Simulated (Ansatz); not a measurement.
The cluster Ge3Sb2⁻ (the lowest doublet isomer of a short search), 5 atoms. Hardware: 4 threads of Arm Neoverse V1 on a shared host.

In the def2 sets Sb takes a core potential; there is no spin–orbit coupling. Correlated methods freeze 35 core orbitals; core or outer-core shells of Sb, Ge are correlated, in sets that lack core-valence functions.

Q: How many basis functions does each of these Ansatz runs have, and roughly what does it cost? B2PLYP/def2-TZVPD, charge -1 doublet, energy, from earlier orbitals; MP2/def2-TZVPD, charge -1 doublet, energy, from earlier orbitals; BHLYP-D4/def2-TZVPD, charge -1 doublet, energy, from earlier orbitals; B97M-V/def2-TZVPD, charge -1 doublet, energy, from earlier orbitals; RPA@PBE/def2-TZVPD, charge -1 doublet, energy, from earlier orbitals; r2SCAN-D4/def2-SVPD, charge -1 doublet, relaxation, 7 steps; PBE-D4/def2-SVP, charge -1 doublet, energy with a search over starts; PBE0-D4/def2-TZVPD, charge -1 doublet, energy, from earlier orbitals; HF/STO-3G, charge -1 doublet, energy; r2SCAN-D4/def2-TZVPD, charge -1 doublet, energy, from earlier orbitals; PBE-D4/def2-TZVPD, charge -1 doublet, energy and forces, from earlier orbitals.

A: Other jobs shared the machine, so times can vary by a factor of up to 3. A dash marks memory too small to be measured apart from the calling script's.

| run | functions | fitting or Cholesky vectors | wall time | peak host memory (GiB) |
| --- | --- | --- | --- | --- |
| HF/STO-3G, charge -1 doublet, energy | 108 | 1079 | 6 s | 0.72 |
| PBE-D4/def2-TZVPD, charge -1 doublet, energy and forces, from earlier orbitals | 274 | 1945 | 14 s | 0.7 |
| PBE-D4/def2-SVP, charge -1 doublet, energy with a search over starts | 148 | 1685 | 15 s | – |
| PBE0-D4/def2-TZVPD, charge -1 doublet, energy, from earlier orbitals | 274 | 2042 | 26 s | 1.6 |
| BHLYP-D4/def2-TZVPD, charge -1 doublet, energy, from earlier orbitals | 274 | 2042 | 30 s | 1.6 |
| r2SCAN-D4/def2-TZVPD, charge -1 doublet, energy, from earlier orbitals | 274 | 1945 | 30 s | 0.8 |
| RPA@PBE/def2-TZVPD, charge -1 doublet, energy, from earlier orbitals | 274 | 2042 | 31 s | 1.2 |
| B2PLYP/def2-TZVPD, charge -1 doublet, energy, from earlier orbitals | 274 | 2042 | 38 s | 1.6 |
| MP2/def2-TZVPD, charge -1 doublet, energy, from earlier orbitals | 274 | 2042 | 39 s | 1.6 |
| B97M-V/def2-TZVPD, charge -1 doublet, energy, from earlier orbitals | 274 | 1945 | 45 s | 1 |
| r2SCAN-D4/def2-SVPD, charge -1 doublet, relaxation, 7 steps | 178 | 1955 | 78 s | – |
